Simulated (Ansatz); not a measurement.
`C=C=C(F)N[SiH3]` and `C=C=C(F)CC` differ in one atom or group.

Ansatz, PBE0-D4/def2-TZVP geometries, multiplicity 1. Each molecule was computed in one conformer, which needn't be the lowest.

```
                                      property  `C=C=C(F)N[SiH3]`
size of the dipole moment (PBE/def2-TZVPP) / D               1.35
            LUMO energy (PBE0/def2-TZVPP) / eV              -0.51
         HOMO–LUMO gap (B3LYP/def2-TZVPP) / eV               5.50
       HOMO–LUMO gap (ωB97M-V/def2-TZVPP) / eV              10.15
         HOMO energy (ωB97M-V/def2-TZVPP) / eV              -8.61
          HOMO–LUMO gap (PBE0/def2-TZVPP) / eV               5.91
```

Q: Give the same properties after the change, and the shifts. (Best estimate.)

A: Computed: 
| property | `C=C=C(F)CC` | shift |
| --- | --- | --- |
| size of the dipole moment (PBE/def2-TZVPP) / D | 1.55 | 0.20 |
| LUMO energy (PBE0/def2-TZVPP) / eV | -0.32 | 0.19 |
| HOMO–LUMO gap (B3LYP/def2-TZVPP) / eV | 6.31 | 0.81 |
| HOMO–LUMO gap (ωB97M-V/def2-TZVPP) / eV | 11.12 | 0.97 |
| HOMO energy (ωB97M-V/def2-TZVPP) / eV | -9.29 | -0.68 |
| HOMO–LUMO gap (PBE0/def2-TZVPP) / eV | 6.74 | 0.83 |

With PBE0 the HOMO falls by 0.65 eV and the LUMO rises by 0.19 eV, so the gap widens by about 0.84 eV. PBE moves the HOMO by -0.59 eV and ωB97M-V by -0.68 eV. Dipoles are sizes alone; their direction can turn.

B3LYP here is the variant with VWN-RPA as its local correlation; programs differ in this.
